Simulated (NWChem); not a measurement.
System: C₂H₅FOSi; SMILES C=CO[SiH2]F

Input file for NWChem:

```
start job
memory heap 200 mb stack 900 mb global 1100 mb
geometry units angstroms noautosym nocenter noautoz
  C      0.376458    -2.742485     0.033602
  C     -0.213444    -1.580181    -0.234186
  O     -0.027409    -0.471388     0.525773
  Si    -0.525960     1.074813     0.198624
  F      0.532125     1.802573    -0.786118
  H      1.055421    -2.847687     0.882378
  H      0.181842    -3.606503    -0.602240
  H     -0.897669    -1.463207    -1.086330
  H     -1.831234     1.040662    -0.511704
  H     -0.535565     1.795398     1.488644
end
basis spherical
  * library 6-31g*
end
dft
  xc m06-2x
  iterations 150
end
cosmo
  do_cosmo_smd true
  solvent thf
end
task dft energy
```

Output (shortened):

```
             Northwest Computational Chemistry Package (NWChem) 7.3.0
             --------------------------------------------------------

                             Geometry "geometry" -> ""
                             -------------------------

 Output coordinates in angstroms (scale by  1.889725989 to convert to a.u.)

  No.       Tag          Charge          X              Y              Z
 ---- ---------------- ---------- -------------- -------------- --------------
    1 C                    6.0000     0.37645800    -2.74248500     0.03360200
    2 C                    6.0000    -0.21344400    -1.58018100    -0.23418600
    3 O                    8.0000    -0.02740900    -0.47138800     0.52577300
    4 Si                  14.0000    -0.52596000     1.07481300     0.19862400
    5 F                    9.0000     0.53212500     1.80257300    -0.78611800
    6 H                    1.0000     1.05542100    -2.84768700     0.88237800
    7 H                    1.0000     0.18184200    -3.60650300    -0.60224000
    8 H                    1.0000    -0.89766900    -1.46320700    -1.08633000
    9 H                    1.0000    -1.83123400     1.04066200    -0.51170400
   10 H                    1.0000    -0.53556500     1.79539800     1.48864400

 Effective nuclear repulsion energy (a.u.)     226.1492795105

                                 NWChem DFT Module
                                 -----------------

 Summary of "ao basis" -> "ao basis" (spherical)
 ------------------------------------------------------------------------------
       Tag                 Description            Shells   Functions and Types
 ---------------- ------------------------------  ------  ---------------------
 C                           6-31g*                  6       14   3s2p1d
 O                           6-31g*                  6       14   3s2p1d
 Si                          6-31g*                  8       18   4s3p1d
 F                           6-31g*                  6       14   3s2p1d
 H                           6-31g*                  2        2   2s

 in cosmo_initialize ...
 calling solv_data for solv:thf

 solvent parameters
 solvname_short: thf
 solvname_long:  tetrahydrofuran
 dielec:        7.4257
 dielecinf:     1.9740
 nonaqueous SMD model solvent descriptors
 dielec:        7.4257
 sola:          0.0000
 solb:          0.4800
 solc:          0.0000
 solg:         39.4400
 solh:          0.0000
 soln:          1.4050

[...]

                                COSMO-SMD solvation results
                                ---------------------------

             internal energy in gas <Psi(g)|H|Psi(g)> =      -543.691542454150
         internal energy in solvent <Psi(s)|H|Psi(s)> =      -543.690981136757
                               delta internal energy  =         0.000561317393 (    0.35 kcal/mol)
   total free energy in solvent <Psi(s)|H+V/2|Psi(s)> =      -543.696803783373
 polarization energy contribution <Psi(s)|V/2|Psi(s)> =        -0.005822646616 (   -3.65 kcal/mol)
    total free energy in solvent including G(SMD-CDS) =      -543.695889361293
                       G(SMD-CDS) energy contribution =         0.000914422080 (    0.57 kcal/mol)
     1 M fixed-concentration free energy of solvation =        -0.004346907143 (   -2.73 kcal/mol)

                       DFT Final Molecular Orbital Analysis
                       ------------------------------------

 Vector   22  Occ=2.000000D+00  E=-4.211384D-01
              MO Center= -3.3D-01, -8.6D-02,  2.4D-01, r^2= 4.5D+00
   Bfn.  Coefficient  Atom+Function         Bfn.  Coefficient  Atom+Function
  ----- ------------  ---------------      ----- ------------  ---------------
    84      0.219742  10 H  s                51      0.215272   4 Si pz
    33      0.180745   3 O  pz               83      0.180261  10 H  s
    31      0.178262   3 O  px               50      0.175590   4 Si py
    79      0.167408   8 H  s                19     -0.157785   2 C  pz
    82     -0.152057   9 H  s                65     -0.145917   5 F  pz

 Vector   23  Occ=2.000000D+00  E=-3.907866D-01
              MO Center= -6.4D-01,  2.7D-01,  1.7D-01, r^2= 3.4D+00
   Bfn.  Coefficient  Atom+Function         Bfn.  Coefficient  Atom+Function
  ----- ------------  ---------------      ----- ------------  ---------------
    82      0.288362   9 H  s                33      0.279270   3 O  pz
    31      0.250537   3 O  px               84     -0.217652  10 H  s
    37      0.211587   3 O  pz               51     -0.207749   4 Si pz
    81      0.206120   9 H  s                35      0.188656   3 O  px
    49     -0.169290   4 Si px               80      0.158990   8 H  s

 Vector   24  Occ=2.000000D+00  E=-2.998443D-01
              MO Center=  1.1D-01, -1.9D+00,  3.5D-02, r^2= 2.0D+00
   Bfn.  Coefficient  Atom+Function         Bfn.  Coefficient  Atom+Function
  ----- ------------  ---------------      ----- ------------  ---------------
     3      0.306209   1 C  px               17      0.252485   2 C  px
     7      0.250509   1 C  px               31     -0.237540   3 O  px
     5     -0.233054   1 C  pz               35     -0.214040   3 O  px
    19     -0.191453   2 C  pz                9     -0.183646   1 C  pz
    21      0.176877   2 C  px               33      0.167257   3 O  pz

 Vector   25  Occ=0.000000D+00  E= 6.196705D-02
              MO Center= -3.3D-01, -1.9D-01,  1.8D-01, r^2= 6.2D+00
   Bfn.  Coefficient  Atom+Function         Bfn.  Coefficient  Atom+Function
  ----- ------------  ---------------      ----- ------------  ---------------
    54      0.581852   4 Si py               53      0.484149   4 Si px
    66     -0.367059   5 F  s                21     -0.359988   2 C  px
    55     -0.347431   4 Si pz                9     -0.321094   1 C  pz
    23      0.290888   2 C  pz                7      0.283505   1 C  px
    17     -0.247060   2 C  px               82      0.222522   9 H  s

[...]
```

Level: M06-2X/6-31G* (spherical d), SMD on the gas-phase geometry. The geometry was optimised at PBE0/def2-SVP. Solvent: tetrahydrofuran.
